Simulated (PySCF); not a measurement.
Sn⁺ (tin, charge +1) across methods

[Kr] 4d10 5s2 5p1, 2P determinant. Calculation: PySCF 2.14, in x2c-TZVPPall with one added diffuse shell each of s, p, d, f type (9s7p5d3f, 76 functions); the spin-free X2C one-electron Hamiltonian (Gaussian nucleus). The B2PLYP total includes its PT2 part (frozen core); its orbital energies are those of the SCF part.

| method | E (hartree) | mean ε 5s α (eV) | mean ε 5s β (eV) | mean ε 5p α (eV) | Σ⟨r²⟩ (bohr²) | ⟨S²⟩ |
| --- | --- | --- | --- | --- | --- | --- |
| PBE | -6175.77 | -18.060 | -17.401 | -10.616 | 45.39 | 0.751 |
| B2PLYP | -6175.52 | -20.264 | -19.042 | -12.410 | 45.69 | 0.754 |
| UHF | -6173.49692 | -21.920 | -19.916 | -14.004 | 46.13 | 0.760 |
| wB97X-V | -6175.90 | -21.645 | -20.618 | -13.664 | 45.40 | 0.753 |
| BHandHLYP | -6176.19 | -20.316 | -19.206 | -12.409 | 45.56 | 0.753 |
| LDA | -6170.18 | -18.388 | -17.816 | -10.689 | 45.22 | 0.751 |
| r2SCAN | -6176.20 | -18.355 | -17.555 | -10.931 | 45.32 | 0.754 |
| BLYP | -6176.40 | -17.973 | -17.459 | -10.427 | 45.51 | 0.751 |
| PBE0 | -6175.85 | -19.241 | -18.282 | -11.614 | 45.37 | 0.753 |
